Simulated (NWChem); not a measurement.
# CH₆O₂Si; SMILES C[SiH](O)O

```xyz
10

Si    -0.1024    -0.0169     0.2562
C     -0.1089    -1.7994    -0.2416
O     -1.5110     0.6517    -0.3287
O      1.2610     0.6652    -0.4141
H     -0.0579     0.1945     1.7401
H     -0.1426    -1.8794    -1.3392
H      0.7988    -2.3105     0.1121
H     -0.9884    -2.3189     0.1671
H     -1.7702     1.5120     0.0107
H      1.5305     1.5293    -0.0929
```
Atoms are numbered in this order, from 1.

Program: NWChem. Pople sets run with spherical d functions. Structure relaxed at the PBE0/def2-SVP level. B3LYP is NWChem's, with the RPA form of VWN correlation. Atomic charges in e: unrestrained fits to the electrostatic potential beside Mulliken populations; buried atoms are poorly determined by the fit.

For level Hartree-Fock/6-31G*:

```yaml
ESP Si1: 1.18
Mulliken Si1: 1.29
Mulliken C2: -0.80
ESP O3: -0.82
Mulliken O3: -0.90
ESP O4: -0.82
Mulliken O4: -0.90
```

Task: What are these values for level B3LYP/def2-SVP?

Result: 
| Property | Value |
|---|---|
| ESP Si1 | 0.97 |
| Mulliken Si1 | 0.69 |
| Mulliken C2 | -0.24 |
| ESP O3 | -0.71 |
| Mulliken O3 | -0.40 |
| ESP O4 | -0.70 |
| Mulliken O4 | -0.40 |
